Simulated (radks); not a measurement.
The numbers below are computed, except where a source is named.
Q: Species: the samarium ion Sm+. Configuration: [Xe] 4f6 6s1. Level of theory: scalar-relativistic Kohn-Sham, LDA (Slater exchange, VWN5 correlation), spin-polarised, spherical densities, finite nucleus; open shells are filled with parallel spins first (spin-orbit coupling, left out, can overturn this in heavy ions); Fermi nuclear charge, rms radius 5.0819 fm (a radial shooting solver on a logarithmic mesh with Libxc functionals). Some entries of the table are withheld. Estimate them.

orbital,occ.,eigenvalue (eV),<1/r> (bohr^-1),r(max) (bohr)
1s up,1,-46632.45,68.75,0.01451
1s down,1,-46632.44,68.75,0.01451
2s up,1,-7625.883,15.92,0.08222
2s down,1,-7625.812,15.92,0.08222
2p up,3,-6807.063,14.95,0.06636
2p down,3,-6807.012,14.95,0.06636
3s up,1,-1675.115,5.819,0.2339
3s down,1,-1673.188,5.823,0.2339
3p up,3,-1419.036,5.488,0.2292
3p down,3,-1417.126,5.493,0.2291
3d up,5,-1071.083,5.211,0.1876
3d down,5,-1069.585,5.215,0.1875
4s up,1,-338.5431,2.448,0.5396
4s down,1,-333.9685,2.448,0.5394
4p up,3,-254.3391,2.252,0.5631
4p down,3,-249.7793,2.252,0.5629
4d up,5,-136.1180,1.975,0.5877
4d down,5,-131.6087,1.973,0.5873
5s up,1,-50.4829,0.9461,1.255
5s down,1,-47.8414,0.9312,1.266
5p up,3,-30.2160,0.7941,1.425
5p down,3,-28.1371,0.7774,1.445
4f up,6,-10.0156,(1),0.6131
6s up,1,-9.0227,0.3293,3.377
6s down,0,-8.0011,0.3193,3.447
5d up,0,-7.8334,(2),2.102
5d down,0,-6.6414,(3),2.164
4f down,0,-6.1529,(4),0.6163
6p up,0,(5),0.2612,4.250
6p down,0,(6),0.2446,4.477

A: 
(1) 4f up <1/r> (bohr^-1): 1.372
(2) 5d up <1/r> (bohr^-1): 0.4670
(3) 5d down <1/r> (bohr^-1): 0.4481
(4) 4f down <1/r> (bohr^-1): 1.316
(5) 6p up eigenvalue (eV): -5.7015
(6) 6p down eigenvalue (eV): -4.9383
